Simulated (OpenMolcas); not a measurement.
**O2+: effect of the IPEA shift**

| Quantity | Value |
| --- | --- |
| Program | OpenMolcas 26.06 |
| Basis | ANO-RCC-VTZP [4s3p2d1f] |
| Scalar Hamiltonian | DKH2, point nucleus |
| Active space | 4 electrons in 9 orbitals (RAS2 2s 2p; RAS3 3d, at most 2 electrons) |
| State averaging | 2S+1 = 3 even, 6 roots; 2S+1 = 1 even, 11 roots; 2S+1 = 5 odd, 1 root; 2S+1 = 3 odd, 9 roots; 2S+1 = 1 odd, 8 roots |
| Spin-orbit coupling | RASSI with atomic mean-field integrals over the reference wave functions, term energies averaged over their components |

Methods on the same reference wave functions:
A. RASSCF
B. MS-RASPT2, IPEA 0 Eh, imaginary shift 0.1 Eh (closed shells correlated: 1s)
C. MS-RASPT2, IPEA 0.25 Eh, imaginary shift 0.1 Eh (closed shells correlated: 1s)

Energies in cm-1 above 2s2 2p2 3P0, the measured ground level; measured values from Moore, Selected Tables of Atomic Spectra, NSRDS-NBS 3, section 11.

```csv
Level,A,B,C,Measured
2s2 2p2 3P0,0.0,0.0,0.0,0.0
2s2 2p2 3P1,105,106,106,113
2s2 2p2 3P2,311,312,312,
2s2 2p2 1D2,22214,20980,20980,20273
2s2 2p2 1S0,46446,44300,44340,43186
2s 2p3 5S* 2,56889,59080,59080,60325
2s 2p3 3D* 1,121761,120300,120360,
2s 2p3 3D* 2,121761,120300,120360,
2s 2p3 3D* 3,121763,120300,120360,
2s 2p3 3P* 0,146495,143390,143520,
2s 2p3 3P* 1,146496,143390,143520,
2s 2p3 3P* 2,146497,143390,143520,
2s 2p3 1D* 2,192393,188660,188720,187054
2s 2p3 3S* 1,202287,198930,199000,197088
2s 2p3 1P* 1,219195,213550,213760,210462
```

Deviations, from unrounded energies. A percentage is the sum of absolute deviations over the sum of measured energies, with the sign that they share, or ± where signs differ.

```tsv
Against measurement	Levels	A	B	C
mean absolute deviation (cm-1)	7	4000	1400	1400
fine structure of the ground term (%)	1	-7.0	-6.7	-6.7
other terms of the ground configuration (%)	2	+8.2	+2.9	+2.9
other configurations (%)	4	±3.5	±1.2	±1.2
```

B, C lie about equally close to measurement and A furthest from it. The largest miss of B in the table is 2s 2p3 1P* 1, by +3100 cm-1. The ranking rests on the paired levels alone, and a cruder setting can come out closer through cancelling errors.

Between B and C the level of the table that moves most is 2s 2p3 1P* 1, by 210 cm-1 (lowest in B, highest in C). Moves below CASPT2's spread within the term are not significant.

From A to B the spin-free energies of the other terms of 2s2 2p2 shown, above 3P, scale by factors of 0.94 to 0.95.

The lowest spin-free term lies below A's lowest term by 0.030 hartree in B, 0.029 hartree in C.

CASPT2 does not keep the components of a term degenerate, so their means are used; among the terms shown or strongly mixed into the levels shown the widest spread is 29 cm-1 (2s 2p3 3D*, C). Active for correlation alone: 3d; no level in the range computed is led by a configuration that fills it, so any true level of that kind is missing. Computed and measured levels are paired by configuration, term and J; levels that our copy of the source lacks, or whose pairing is in doubt (as where it misses far off the trend of its configuration), stay unpaired and out of the deviations. Levels of configurations outside the active space are missing. Levels that lie high or do not pair safely by name in every column are left out.

* marks odd parity.
